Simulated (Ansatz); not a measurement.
The cluster Te₃Pb₃⁻, relaxed as a doublet with UKS PBE-D4/def2-SVP in Ansatz, starting from the GFN1-xTB geometry. Force threshold 0.03 eV/Å.

In the def2 sets Pb, Te take a core potential; there is no spin–orbit coupling. Another isomer (doublet) lies 0.50 eV lower at PBE0-D4/def2-TZVPD; other spin states weren't run for this one.

Start:

```xyz
6

Pb    0.2123    2.5671    1.4033
Pb    1.9455   -2.1351    0.5431
Pb   -2.1577   -0.4314   -1.9529
Te   -1.9218    1.9071   -0.3556
Te    2.0823    0.4517    1.7129
Te   -0.1605   -2.3594   -1.3509
```

```json
{"step": "1", "energy (eV)": "-37635.9519", "largest force component (eV/Å)": "0.647", "SCF passes": "55"}
{"step": "2", "energy (eV)": "-37636.0313", "largest force component (eV/Å)": "0.326", "SCF passes": "36"}
{"step": "3", "energy (eV)": "-37636.0573", "largest force component (eV/Å)": "0.075", "SCF passes": "27"}
{"step": "4", "energy (eV)": "-37636.0589", "largest force component (eV/Å)": "0.058", "SCF passes": "31"}
{"step": "5", "energy (eV)": "-37636.0603", "largest force component (eV/Å)": "0.062", "SCF passes": "31"}
{"step": "6 (rejected)", "energy (eV)": "-37635.9554", "largest force component (eV/Å)": "0.963", "SCF passes": "37"}
{"step": "7", "energy (eV)": "-37636.0623", "largest force component (eV/Å)": "0.042", "SCF passes": "32"}
{"step": "8 (rejected)", "energy (eV)": "-37636.0614", "largest force component (eV/Å)": "0.161", "SCF passes": "37"}
{"step": "9", "energy (eV)": "-37636.0647", "largest force component (eV/Å)": "0.019", "SCF passes": "32"}
{"step": "10", "energy (eV)": "-37636.0661", "largest force component (eV/Å)": "0.062", "SCF passes": "30"}
{"step": "11", "energy (eV)": "-37636.0689", "largest force component (eV/Å)": "0.108", "SCF passes": "30"}
{"step": "12", "energy (eV)": "-37636.0735", "largest force component (eV/Å)": "0.159", "SCF passes": "31"}
{"step": "13", "energy (eV)": "-37636.0793", "largest force component (eV/Å)": "0.239", "SCF passes": "31"}
{"step": "14", "energy (eV)": "-37636.0910", "largest force component (eV/Å)": "0.190", "SCF passes": "26"}
{"step": "15", "energy (eV)": "-37636.1283", "largest force component (eV/Å)": "0.197", "SCF passes": "31"}
{"step": "16", "energy (eV)": "-37636.1802", "largest force component (eV/Å)": "0.320", "SCF passes": "31"}
{"step": "17", "energy (eV)": "-37636.2684", "largest force component (eV/Å)": "0.388", "SCF passes": "28"}
{"step": "18", "energy (eV)": "-37636.3850", "largest force component (eV/Å)": "0.358", "SCF passes": "27"}
{"step": "19", "energy (eV)": "-37636.4898", "largest force component (eV/Å)": "0.239", "SCF passes": "27"}
{"step": "20", "energy (eV)": "-37636.5481", "largest force component (eV/Å)": "0.109", "SCF passes": "31"}
{"step": "21", "energy (eV)": "-37636.5697", "largest force component (eV/Å)": "0.175", "SCF passes": "27"}
{"step": "22", "energy (eV)": "-37636.5831", "largest force component (eV/Å)": "0.193", "SCF passes": "26"}
{"step": "23 (rejected)", "energy (eV)": "-37636.5825", "largest force component (eV/Å)": "0.137", "SCF passes": "24"}
{"step": "24", "energy (eV)": "-37636.5867", "largest force component (eV/Å)": "0.088", "SCF passes": "22"}
{"step": "25", "energy (eV)": "-37636.5887", "largest force component (eV/Å)": "0.063", "SCF passes": "23"}
{"step": "26", "energy (eV)": "-37636.5898", "largest force component (eV/Å)": "0.007", "SCF passes": "23"}
```

Force components are those of the run's own axes.

End:

```xyz
6

Pb    0.2841    2.3485    0.1173
Pb    1.5026   -2.1543    0.8500
Pb   -1.2610    0.4540   -1.9526
Te   -2.3216    1.1084    0.7187
Te    2.0471    0.5303    1.6718
Te   -0.2513   -2.2869   -1.4052
```

By distances, no bond broke or formed, bridged metal pairs apart. The bond that changes most is Pb3–Te6, from 2.84 to 2.97 Å (atoms count from 1). Metal–metal contacts that move far: Pb1–Pb3 5.09 to 3.20 Å.

The force fell under the threshold at step 9, but the optimiser went on and released 0.525 eV more. No frequencies were taken in this run, so the end may be a saddle point.

It took 2.2 min on 4 threads of Intel Xeon on a shared host.
